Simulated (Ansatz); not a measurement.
`O[Si@@H](Cl)N[Si@@H](O)Cl`, charge 0, multiplicity 1.

Task: Give a relaxed structure at PBE0-D4/def2-TZVP (Ansatz). (An estimate is asked.)

Result: The calculation gave: 
Z-matrix (Å, degrees):
```
Si
Cl 1 2.054
N 1 1.715 2 107.1
O 1 1.628 2 113.2 3 120.2
H 1 1.471 2 107.0 3 -123.6
Si 3 1.703 1 126.8 2 138.2
H 3 1.012 1 117.2 2 -29.0
H 4 0.961 1 118.3 2 -65.2
O 6 1.630 3 105.8 1 174.5
Cl 6 2.074 3 112.0 1 -67.1
H 6 1.473 3 111.8 1 49.8
H 9 0.958 6 118.3 3 157.3
```
This is one stationary point; other conformers may exist.
